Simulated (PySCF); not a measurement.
Precursor series Cd NH2-H. All species are isolated molecules in the gas phase. One relaxed conformer stands for each flexible species; it need not be the lowest.

Calculation: TPSSh-D3(BJ)/def2-TZVP // r2SCAN-D4/def2-SVP run with PySCF. 

| species | charge on the central atom (Mulliken) (e) | LUMO (eV) | mean distance from the central atom to its bonded neighbours (Å) | HOMO–LUMO gap (eV) |
|---|---|---|---|---|
| 0 of 2 NH2 replaced by H ([Cd(NH2)2]) | 0.75 | -0.92 | 2.005 | 4.98 |
| 1 of 2 NH2 replaced by H ([Cd(NH2)(H)]) | 0.54 | -0.64 | 1.827 | 5.21 |
| 2 of 2 NH2 replaced by H ([Cd(H)2]) | 0.31 | -0.94 | 1.672 | 6.35 |
